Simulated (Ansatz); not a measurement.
Au4. Total charge 0; triplet. Geometry PBE0-D4/def2-SVPD, that of the charge -1 doublet; atoms count from 1.

```xyz
4

Au    1.2165   -0.5228   -0.0842
Au   -3.5390    1.2976    0.9989
Au    3.5325   -1.2888   -1.0227
Au   -1.2100    0.5140    0.1080
```

In the def2 sets Au takes a core potential; there is no spin–orbit coupling. At PBE0-D4/def2-TZVPD a singlet of charge 0 lies 1.00 eV below the triplet at the same geometry. The structure comes from a short search, and lower isomers may exist.

Q: Estimate the Mulliken populations from the PBE0/def2-TZVPD orbitals of Ansatz.

A: 
| atom | charge (e) | spin (α − β) | d electrons |
| --- | --- | --- | --- |
| Au1 | -0.05 | 0.29 | 9.85 |
| Au2 | 0.06 | 0.71 | 9.90 |
| Au3 | 0.06 | 0.70 | 9.90 |
| Au4 | -0.06 | 0.29 | 9.85 |
Mulliken values and Mayer orders depend strongly on the basis. With diffuse functions, as here, like atoms can get unlike values, and bond orders can come out too low or too high.

Q: Where does the spin sit?

A: Summed by element: Au 2.00, of 2 unpaired in all. Largest on single atoms: Au2 0.71, Au3 0.70, Au1 0.29.

Q: And the Mayer bond orders between bonded heavy atoms (over 0.3)?

A: Au1–Au3 0.51 (2.61 Å); Au1–Au4 0.72 (2.65 Å); Au2–Au4 0.51 (2.61 Å).
